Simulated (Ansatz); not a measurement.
Reaction (formal exchange of groups at the Si–S bond): `CS[Si](F)(F)Cl` + GeH₄ → `F[Si](F)(Cl)[GeH3]` + CH₃SH

Computed with Ansatz on PBE0-D4/def2-TZVP structures; ΔE is electronic, products minus reactants. CCSD(T)/CBS adds triple-zeta CCSD(T) − MP2 to the extrapolated MP2 energy (def2 sets, frozen cores). This one scheme is used for every species. DFT in def2-TZVPP. For Ge outer-core shells are correlated without core-valence functions, which leaves a few kJ/mol of doubt a bond. Scalar relativity is left out up to krypton. Each species was taken in one conformer, which may not be the lowest.

`CS[Si](F)(F)Cl`:

Cartesian coordinates in Å:
```
C -1.129 -0.539 -0.933
S 0.679 -0.350 -1.075
Si 1.052 0.474 0.802
F 0.258 1.824 1.026
F 0.566 -0.472 1.972
Cl 3.029 0.822 1.002
H -1.611 0.428 -0.799
H -1.457 -0.974 -1.876
H -1.387 -1.213 -0.119
```

GeH₄:

Cartesian coordinates in Å:
```
Ge 0.000 0.000 0.000
H -1.059 -0.158 -1.098
H -0.615 0.729 1.201
H 1.181 0.814 -0.542
H 0.492 -1.385 0.440
```

`F[Si](F)(Cl)[GeH3]`:

Cartesian coordinates in Å:
```
F 2.087 0.137 -0.887
Si 1.062 -0.316 0.233
F 1.209 -1.888 0.368
Cl 1.663 0.513 1.990
Ge -1.154 0.291 -0.339
H -1.544 -0.378 -1.663
H -2.096 -0.174 0.779
H -1.227 1.815 -0.480
```

CH₃SH:

Z-matrix (Å, degrees):
```
C
S 1 1.806
H 1 1.089 2 111.5
H 1 1.089 2 111.5 3 -123.8
H 1 1.090 2 106.2 3 118.1
H 2 1.342 1 97.1 3 61.9
```

CCSD(T)/CBS gives +51.5 kJ/mol.

**Question.** Another level gave +48.3 kJ/mol. Which?
A. PBE/def2-TZVPP
B. B97M-V/def2-TZVPP
C. BLYP-D4/def2-TZVPP
D. r2SCAN-D4/def2-TZVPP

**Answer.** C. BLYP-D4 48.3, r2SCAN-D4 54.8, B97M-V 60.8, PBE 42.7 kJ/mol.

Largest T1 diagnostic among the species: 0.012.

Leaving LDA and LC-ωPBE aside and taking each functional with its dispersion term where it has one, the values, not all of them listed here, spread over 14.6 kJ/mol, from PBE-D4 to B97M-V. LDA lies +5.8 kJ/mol from PBE without D4. The D4 term adds +5.6 kJ/mol with B3LYP and +2.9 kJ/mol with PBE0; it sums over pairs of atoms, weighted by their polarisabilities, and B3LYP, whose exchange is more repulsive, gets the larger term. From BLYP to BHLYP (50 % exact exchange), in def2-TZVPP and without D4, ΔE moves by +9.6 kJ/mol.

B3LYP here is the variant with VWN-RPA as its local correlation; programs differ in this.
